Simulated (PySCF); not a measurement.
Predicted microwave data (PBE0/pcSseg-1 in PySCF (dipole) on a GFN2-xTB geometry, gas phase) for one isomer of C9H13F:

| Quantity | Value |
| --- | --- |
| Rotational constants | A = 1653, B = 1517, C = 1166 MHz |
| Dipole components | \|μa\| = 1.67 D, \|μb\| = 0.78 D, \|μc\| = 0.24 D |
| Inertial defect | -205.44 u·Å² |
| κ | 0.44 |

Question: Which candidate fits, each taken in the one conformer that was computed?
A. `[CH2:1]=[C:2]([CH3:3])[C:4](=[CH2:5])[C:6](=[CH2:7])[CH2:8][CH2:9][F:10]` with C1–C2–C4–C5 152°, C2–C4–C6–C7 -48°, C4–C6–C8–C9 -64°, C6–C8–C9–F10 175°
B. `[CH3:1]/[C:2]1=[CH:3]/[C@@H:4]([F:5])[CH2:6]/[CH:7]=[CH:8]\[CH2:9][CH2:10]1` with C2–C3–C4–F5 165°, C3–C4–C6–C7 103°, C4–C6–C7–C8 -72°, C7–C8–C9–C10 73°
C. `[CH2:1]=[CH:2]/[CH:3]=[C:4](/[F:5])[CH2:6][CH:7]1[CH2:8][CH2:9][CH2:10]1` with C1–C2–C3–C4 -179°, C3–C4–C6–C7 106°, C4–C6–C7–C8 -71°, C6–C7–C8–C9 -130°, C7–C8–C9–C10 11°, C8–C9–C10–C7 -11°, C6–C7–C10–C9 131°
D. `C1[C@@H](C)[C@@H]2CC[C@H]1C=C2F`
E. `[CH2:1]=[CH:2][CH2:3][C@@:4]1([CH2:5][F:6])[CH2:7][C@H:8]1[CH:9]=[CH2:10]` with C1–C2–C3–C4 -122°, C2–C3–C4–C5 71°, C3–C4–C5–F6 -179°, C7–C8–C9–C10 -154°

Answer: D. It is C[C@@H]1C[C@@H]2C=C(F)[C@H]1CC2, an asymmetric top, point group C1. The candidates at the same level (rigid rotor, commonest isotopes):

```json
{"SMILES": "C/C1=C/[C@@H](F)C/C=C\\CC1", "A (MHz)": "1529", "B (MHz)": "1312", "C (MHz)": "770.1", "μa (D)": "1.84", "μb (D)": "1.40", "μc (D)": "0.09", "Δ (u·Å²)": "-59.53", "point group": "C1", "rotor": "asymmetric top"}
{"SMILES": "C=C(C)C(=C)C(=C)CCF", "A (MHz)": "2065", "B (MHz)": "743.0", "C (MHz)": "714.1", "μa (D)": "1.99", "μb (D)": "0.51", "μc (D)": "0.01", "Δ (u·Å²)": "-217.22", "point group": "C1", "rotor": "near-prolate asymmetric top"}
{"SMILES": "C[C@@H]1C[C@@H]2C=C(F)[C@H]1CC2", "A (MHz)": "1653", "B (MHz)": "1517", "C (MHz)": "1166", "μa (D)": "1.67", "μb (D)": "0.78", "μc (D)": "0.24", "Δ (u·Å²)": "-205.44", "point group": "C1", "rotor": "asymmetric top"}
{"SMILES": "C=CC[C@@]1(CF)C[C@H]1C=C", "A (MHz)": "1274", "B (MHz)": "1174", "C (MHz)": "761.5", "μa (D)": "1.06", "μb (D)": "0.80", "μc (D)": "0.83", "Δ (u·Å²)": "-163.53", "point group": "C1", "rotor": "asymmetric top"}
{"SMILES": "C=C/C=C(/F)CC1CCC1", "A (MHz)": "1909", "B (MHz)": "777.2", "C (MHz)": "614.9", "μa (D)": "0.85", "μb (D)": "1.09", "μc (D)": "0.62", "Δ (u·Å²)": "-93.07", "point group": "C1", "rotor": "asymmetric top"}
```

`C=CC[C@@]1(CF)C[C@H]1C=C` has C 35 % too low; `C/C1=C/[C@@H](F)C/C=C\CC1` has C 34 % too low; `C=C/C=C(/F)CC1CCC1` has B 49 % too low; `C=C(C)C(=C)C(=C)CCF` has B 51 % too low. No structure here is proved a minimum.
